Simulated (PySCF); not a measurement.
Telling isomers of C$_{5}$H$_{6}$ClN apart by NMR

[PySCF: σ from GIAO-PBE0/pcSseg-1; coordinates at the GFN2-xTB level; equivalent nuclei averaged; gas phase; one computed conformer; non-relativistic Hamiltonian]

δ = σ(ref) − σ, references computed at the same level: $^{1}$H and $^{13}$C against TMS. Where no couplings were computed, multiplicities follow the n + 1 count of equivalent neighbours, and m marks all less simple cases (inequivalent or close neighbours, rings, F or P nearby). Shifts are as computed. Against solution values, carbons near 30 ppm lie about +3 ppm off and those near 130 ppm about +5 ppm; carbons on Cl a further +6 ppm. Of 1211 compounds with measured shifts, 218 miss one by over three times the rms of a fit or turn the order of signals round; such compounds aren't used in these exercises. Carbons bonded to Cl come out too deshielded.

(1) Tabulate the signals of `N#C[C@H]1C[C@@H](Cl)C1`, `N#CC/C=C/CCl` and their relative energies.

(2) What is the quickest way to tell N#C[C@H]1C[C@@H](Cl)C1 from N#CC/C=C/CCl?

Results:

(1) 
| SMILES | carbon types | δC | δH | E rel. (kcal/mol) |
| --- | --- | --- | --- | --- |
| N#C[C@H]1C[C@@H](Cl)C1 | 1×C 2×CH 2×CH2 | 126.0, 53.8, 41.3, 14.9 | 4.23 (m, 1H), 2.96 (m, 2H), 2.63 (m, 2H), 2.58 (m, 1H) | 0.0 |
| N#CC/C=C/CCl | 1×C 2×CH 2×CH2 | 141.2, 133.4, 120.7, 51.4, 22.8 | 6.05 (m, 1H), 5.90 (m, 1H), 4.15 (d, 2H), 2.99 (d, 2H) | 1.8 |

Energies are electronic energies at PBE0/pcSseg-1 on these geometries, without zero-point or thermal terms, each for the one conformer computed, which needn't be the lowest.

(2) Count the carbon signals: 4 against 5. The first has an sp3 CH bonded to Cl at 53.8 ppm, the second an alkene CH at 141.2 ppm. Their most deshielded carbons lie at 126.0 and 141.2 ppm. In the proton spectra the most deshielded non-exchanging signals are 4.23 (m, 1H) and 6.05 (m, 1H).
